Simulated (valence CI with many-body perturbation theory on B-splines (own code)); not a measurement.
# Ir⁷¹⁺: electric-dipole lines

Method: valence CI with perturbative core correlation (CI+MBPT): four valence electrons over a frozen Dirac-Fock core [He], a basis of 11 s, 11 p, 10 d, 8 f, 5 g, 2 h functions for each j, with the one-electron correlation potential Σ1, the two-electron term Σ2, the three-electron term Σ3, Breit, model QED; selected CI, second order for the rest, scaled by the run's own slope (own B-spline code, finite nucleus).

No measured spectrum was set against this ion. As an estimate, large intervals hold to a few tenths of a per cent, small ones and those within an open d or f shell to about a per cent. Among the levels kept, up to 1400 cm⁻¹ of a level comes from second order outside the variational space, and about a tenth of that is noise between levels of different J, which matters for small intervals.

Lines 151 to 200 of 600 in falling wavelength, among levels below 16146 eV, chosen from the strongest by gf and those to the six lowest levels. Wavelengths and rates use the calculated energies. Electric multipoles are in the length gauge, E1 and E2 with the static RPA response of the core. Weak lines are less certain than strong ones. Lines between different terms over intervals too small for the method are left out, as are lines whose strength nearly cancels. The highest levels of a list are the least certain.

Levels are named by their leading jj configuration (3d3/2^4 stands for four electrons in 3d with j = 3/2), which in mixed levels can hold well under half, so a name can repeat and another be missing. Letters in brackets count levels of one name in rising energy.

| λ vac (nm) | Upper | Lower | A (s⁻¹) | log gf | Branch % |
| --- | --- | --- | --- | --- | --- |
| 1.915 | (2s 2p3/2^2 3p3/2) J=1 [c] | (2s 2p3/2^2 3s) J=1 [b] | 2.00e+12 | -0.48 | 0.9 |
| 1.904 | (2p1/2^2 2p3/2 3p3/2) J=0 | (2p1/2^2 2p3/2 3s) J=1 | 2.51e+12 | -0.87 | 0.5 |
| 1.893 | (2s 2p3/2^2 3p3/2) J=2 [a] | (2s 2p3/2^2 3s) J=3 | 5.99e+11 | -0.79 | 0.1 |
| 1.889 | (2s^2 2p3/2 3p3/2) J=0 | (2s^2 2p3/2 3s) J=1 | 2.81e+12 | -0.82 | 16.1 |
| 1.858 | (2s 2p1/2 2p3/2 3p3/2) J=3 [c] | (2s 2p1/2 2p3/2 3s) J=2 [b] | 2.89e+11 | -0.98 | 0.1 |
| 0.6360 | (2s 2p3/2^2 3p3/2) J=3 [a] | (2s^2 2p3/2 3p3/2) J=2 | 3.12e+12 | -0.88 | 1.2 |
| 0.6360 | (2s 2p3/2^2 3d5/2) J=4 [a] | (2s^2 2p3/2 3d5/2) J=3 | 2.15e+12 | -0.93 | 20.0 |
| 0.6270 | (2s 2p3/2^2 3d5/2) J=5 | (2s^2 2p3/2 3d5/2) J=4 | 3.34e+12 | -0.66 | 88.2 |
| 0.6267 | (2s 2p3/2^2 3s) J=3 | (2s^2 2p3/2 3s) J=2 | 4.18e+12 | -0.76 | 2.9 |
| 0.6267 | (2s 2p3/2^2 3p3/2) J=4 | (2s^2 2p3/2 3p3/2) J=3 | 3.73e+12 | -0.70 | 40.8 |
| 0.6254 | (2p1/2 2p3/2^2 3p3/2) J=2 | (2s 2p1/2 2p3/2 3p3/2) J=1 [c] | 4.58e+12 | -0.87 | 0.5 |
| 0.6251 | (2s 2p3/2^2 3d3/2) J=4 | (2s^2 2p3/2 3d3/2) J=3 | 3.57e+12 | -0.73 | 0.2 |
| 0.6244 | (2s 2p3/2^2 3p1/2) J=2 [a] | (2s^2 2p3/2 3p1/2) J=1 | 3.59e+12 | -0.98 | 1.7 |
| 0.6244 | (2s 2p3/2^2 3p1/2) J=3 | (2s^2 2p3/2 3p1/2) J=2 | 3.96e+12 | -0.79 | 0.7 |
| 0.6232 | (2s 2p3/2^2 3d3/2) J=3 [a] | (2s^2 2p3/2 3d3/2) J=2 | 3.08e+12 | -0.90 | 0.2 |
| 0.6225 | (2s 2p1/2 2p3/2^2) J=2 [a] | (2s^2 2p1/2 2p3/2) J=1 | 4.27e+12 | -0.91 | 97.7 |
| 0.6189 | (2p1/2 2p3/2^2 3p3/2) J=3 | (2s 2p1/2 2p3/2 3p3/2) J=2 [c] | 9.98e+12 | -0.40 | 2.0 |
| 0.6182 | (2p1/2 2p3/2^2 3s) J=2 [a] | (2s 2p1/2 2p3/2 3s) J=1 [c] | 8.42e+12 | -0.62 | 7.6 |
| 0.6173 | (2s 2p3/2^2 3d5/2) J=3 [a] | (2s^2 2p3/2 3d5/2) J=2 | 3.08e+12 | -0.91 | 0.2 |
| 0.6167 | (2p1/2 2p3/2^2 3p1/2) J=1 [a] | (2s 2p1/2 2p3/2 3p1/2) J=0 | 7.04e+12 | -0.92 | 0.7 |
| 0.6146 | (2p1/2 2p3/2^2 3p1/2) J=2 [a] | (2s 2p1/2 2p3/2 3p1/2) J=1 [b] | 9.48e+12 | -0.57 | 1.0 |
| 0.6142 | (2s 2p1/2 2p3/2^2) J=3 | (2s^2 2p1/2 2p3/2) J=2 | 4.11e+12 | -0.79 | 99.4 |
| 0.6123 | (2p1/2 2p3/2^2 3s) J=3 | (2s 2p1/2 2p3/2 3s) J=2 [c] | 1.08e+13 | -0.37 | 8.1 |
| 0.6119 | (2p1/2 2p3/2^2 3s) J=1 [a] | (2s 2p1/2 2p3/2 3s) J=0 | 6.67e+12 | -0.95 | 1.8 |
| 0.6117 | (2p1/2 2p3/2^2 3p1/2) J=2 [b] | (2s 2p1/2 2p3/2 3p1/2) J=1 [c] | 1.21e+13 | -0.47 | 1.4 |
| 0.6111 | (2s 2p3/2^2 3p3/2) J=2 [a] | (2s^2 2p3/2 3p3/2) J=1 | 5.23e+12 | -0.83 | 0.8 |
| 0.6105 | (2p1/2 2p3/2^2 3p1/2) J=3 | (2s 2p1/2 2p3/2 3p1/2) J=2 [c] | 1.21e+13 | -0.32 | 1.3 |
| 0.6089 | (2p1/2 2p3/2^2 3s) J=2 [b] | (2s 2p1/2 2p3/2 3s) J=2 [c] | 4.17e+12 | -0.94 | 1.2 |
| 0.6059 | (2p1/2 2p3/2^2 3s) J=2 [b] | (2s 2p1/2 2p3/2 3s) J=1 [b] | 8.75e+12 | -0.62 | 2.5 |
| 0.6032 | (2s 2p3/2^3) J=2 | (2s^2 2p3/2^2) J=2 | 1.37e+13 | -0.43 | 99.0 |
| 0.6009 | (2p1/2^2 2p3/2^2) J=2 | (2s 2p1/2^2 2p3/2) J=1 | 1.27e+13 | -0.46 | 47.0 |
| 0.5999 | (2s 2p3/2^2 3p3/2) J=3 [b] | (2s^2 2p3/2 3p3/2) J=2 | 5.71e+12 | -0.67 | 1.2 |
| 0.5999 | (2p1/2 2p3/2^3) J=1 | (2s 2p1/2 2p3/2^2) J=1 [a] | 1.94e+13 | -0.50 | 46.0 |
| 0.5992 | (2s 2p3/2^2 3d5/2) J=4 [b] | (2s^2 2p3/2 3d5/2) J=3 | 5.97e+12 | -0.54 | 10.2 |
| 0.5985 | (2p1/2 2p3/2^3) J=2 | (2s 2p1/2 2p3/2^2) J=1 [b] | 4.72e+12 | -0.90 | 11.5 |
| 0.5983 | (2s 2p1/2 2p3/2 3d5/2) J=3 [c] | (2s^2 2p1/2 3d5/2) J=2 | 1.58e+13 | -0.23 | 3.4 |
| 0.5982 | (2s 2p1/2 2p3/2 3p3/2) J=2 [c] | (2s^2 2p1/2 3p3/2) J=1 | 1.62e+13 | -0.36 | 4.4 |
| 0.5980 | (2p1/2^2 2p3/2 3s) J=1 | (2s 2p1/2^2 3s) J=0 | 9.25e+12 | -0.83 | 2.6 |
| 0.5978 | (2s 2p1/2 2p3/2 3d5/2) J=4 [c] | (2s^2 2p1/2 3d5/2) J=3 | 1.54e+13 | -0.13 | 2.4 |
| 0.5975 | (2s 2p3/2^2 3d5/2) J=2 [b] | (2s^2 2p3/2 3d5/2) J=1 | 7.85e+12 | -0.68 | 2.0 |
| 0.5971 | (2p1/2 2p3/2^3) J=2 | (2s 2p1/2 2p3/2^2) J=2 [b] | 2.49e+13 | -0.18 | 60.7 |
| 0.5971 | (2s 2p1/2 2p3/2 3p3/2) J=3 [c] | (2s^2 2p1/2 3p3/2) J=2 | 1.64e+13 | -0.21 | 5.7 |
| 0.5968 | (2p1/2^2 2p3/2 3p3/2) J=1 | (2s 2p1/2^2 3p3/2) J=1 | 1.13e+13 | -0.74 | 2.3 |
| 0.5967 | (2p1/2^2 2p3/2 3d5/2) J=2 | (2s 2p1/2^2 3d5/2) J=2 | 9.73e+12 | -0.59 | 0.7 |
| 0.5965 | (2s 2p3/2^2 3d5/2) J=1 [b] | (2s^2 2p3/2 3d5/2) J=1 | 9.26e+12 | -0.83 | 0.5 |
| 0.5964 | (2p3/2^4) J=0 | (2s 2p3/2^3) J=1 | 5.56e+13 | -0.53 | 99.4 |
| 0.5963 | (2s 2p3/2^2 3d5/2) J=3 [c] | (2s^2 2p3/2 3d5/2) J=3 | 1.05e+13 | -0.41 | 0.5 |
| 0.5962 | (2s 2p1/2 2p3/2 3d3/2) J=2 [c] | (2s^2 2p1/2 3d3/2) J=2 | 1.67e+13 | -0.35 | 6.8 |
| 0.5960 | (2s 2p3/2^3) J=1 | (2s^2 2p3/2^2) J=0 | 8.79e+12 | -0.85 | 25.4 |
| 0.5955 | (2p1/2^2 2p3/2 3p3/2) J=3 | (2s 2p1/2^2 3p3/2) J=2 | 1.29e+13 | -0.32 | 2.8 |

(1) How does gf follow from A for the line at 0.6232 nm?

Answers

(1) gf = 1.4992 × (2J+1)_upper × A / σ², with σ = 16047218 cm⁻¹ and 2J+1 = 7: gf = 0.126.
